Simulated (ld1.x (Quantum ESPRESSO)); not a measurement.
## Transferability test, TM potential for antimony (Sb)

* Element: antimony
* Generator: ld1.x (Quantum ESPRESSO) 7.5
* Type: norm-conserving Troullier–Martins (Kleinman–Bylander form)
* Functional: PBE
* Relativity: scalar-relativistic
* Frozen core: [Kr] 4d10
* Valence charge: 5
* Reference configuration: 5s2 5p3
* Partial waves: 5s (bound): rc 1.45 bohr; 5p (bound): rc 1.65 bohr; 5d channel at -0.1 Ry: rc 1.65 bohr
* Local potential: all-electron potential smoothed inside 1.15 bohr (lloc = -1)
* Core correction: none

Energies are relative to the spin-unpolarised reference configuration 5s2 5p3; without spin polarisation the order of configurations can differ from experiment.

```
valence configuration  charge  ΔE all-electron (eV)  error AE − PS (meV)
              5s2 5p2      +1                 8.317                 -5.4
              5s2 5p1      +2                24.285                  -21
              5s2 5p0      +3                48.698                 -9.0
            5s2 5p3.3    -0.3                -1.159                 +0.1
              5s1 5p4       0                 8.112                  +20
              5s0 5p5       0                16.431                 +105
```

**Question.** What are ΔE and the potential's error for 5s1 5p3?

**Answer.** ΔE = 17.049 eV all-electron; the error (AE − PS) is +2.8 meV.

Note: ghost states, extra bound levels that the all-electron valence spectrum of the same l lacks: s at -159.9 eV, d at -72.3 eV, p at -50.7 eV. A true bound ghost makes a file unfit for plane-wave use.
